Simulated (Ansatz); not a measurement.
`N=[C]1[CH2][GeH2]1`. Charge 0, multiplicity 1. Geometry: relaxed with PBE0-D4/def2-TZVP. It is one conformer, not always the lowest.

```xyz
9

N     1.904    0.428   -0.579
C     0.726    0.139   -0.269
C    -0.269    0.322    0.828
Ge   -0.937   -0.727   -0.723
H     2.348    0.978    0.167
H    -0.065   -0.200    1.762
H    -0.651    1.331    0.975
H    -1.111   -2.229   -0.521
H    -1.946   -0.041   -1.640
```

(1) What is the dipole moment at PBE/def2-TZVPP? (Estimate.)

(2) And with r2SCAN, B3LYP, ωB97M-V? (Estimate.)

(3) Give the Mulliken charges with PBE, B3LYP, r2SCAN in def2-TZVPP. (Estimate.)

## Answers

(1) Ansatz gave: 2.11 D, with components (-1.42, 0.25, 1.54) D in this frame, pointing from negative to positive charge.

(2) Computed: r2SCAN 2.19 D, B3LYP 2.19 D, ωB97M-V 2.20 D.

(3) Computed: 
```json
{"atom": "N1", "PBE": "-0.18", "B3LYP": "-0.20", "r2SCAN": "-0.27"}
{"atom": "C2", "PBE": "-0.08", "B3LYP": "-0.04", "r2SCAN": "0.02"}
{"atom": "C3", "PBE": "-0.19", "B3LYP": "-0.24", "r2SCAN": "-0.19"}
{"atom": "Ge4", "PBE": "0.08", "B3LYP": "0.10", "r2SCAN": "0.10"}
{"atom": "H5", "PBE": "0.15", "B3LYP": "0.14", "r2SCAN": "0.15"}
{"atom": "H6", "PBE": "0.10", "B3LYP": "0.11", "r2SCAN": "0.09"}
{"atom": "H7", "PBE": "0.10", "B3LYP": "0.11", "r2SCAN": "0.09"}
{"atom": "H8", "PBE": "0.01", "B3LYP": "0.01", "r2SCAN": "0.01"}
{"atom": "H9", "PBE": "0.01", "B3LYP": "0.01", "r2SCAN": "0.01"}
```

B3LYP here is the variant with VWN-RPA as its local correlation; programs differ in this.
